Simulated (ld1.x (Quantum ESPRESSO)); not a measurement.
**Reading a pseudo-wave (N)**

Columns: radius, all-electron u(r) and pseudo u(r) of the 2s shell (level -24.94 eV) of nitrogen in the configuration [He] 2s2 2p2.5; LDA (PZ), scalar-relativistic, ultrasoft scheme, ld1.x (Quantum ESPRESSO) 7.5.

```
r (bohr)  all-electron   pseudo
   0.103        0.3950  -0.1175
   0.205        0.2923  -0.2357
   0.308        0.0324  -0.3573
   0.410       -0.2404  -0.4782
   0.513       -0.4768  -0.5965
   0.615       -0.6562  -0.7037
   0.718       -0.7823  -0.7945
   0.820       -0.8592  -0.8603
   0.923       -0.8975  -0.8975
   1.025       -0.9053  -0.9053
   1.128       -0.8907  -0.8907
   1.230       -0.8602  -0.8602
   1.332       -0.8191  -0.8191
   1.435       -0.7707  -0.7707
   1.538       -0.7186  -0.7186
   1.640       -0.6656  -0.6656
   1.743       -0.6122  -0.6122
   1.845       -0.5606  -0.5606
   1.948       -0.5107  -0.5107
   2.050       -0.4639  -0.4639
   2.153       -0.4196  -0.4196
   2.255       -0.3788  -0.3788
   2.358       -0.3408  -0.3408
   2.460       -0.3062  -0.3062
   2.562       -0.2745  -0.2745
   2.665       -0.2455  -0.2455
```

Task: How many radial nodes do the two functions have?

Result: The all-electron 2s function has n − l − 1 = 1; the pseudo-wave has 0, since the states of the same l below it are removed with the core.

Task: At about which radius was the pseudo-wave matched?

Result: 0.90 bohr, where the columns begin to agree (steps of 0.10 bohr).

Task: Is the pseudo-wave norm-conserving?

Result: No, it belongs to an ultrasoft set: the norm inside the radius is not constrained, and the difference is carried by the augmentation charge.
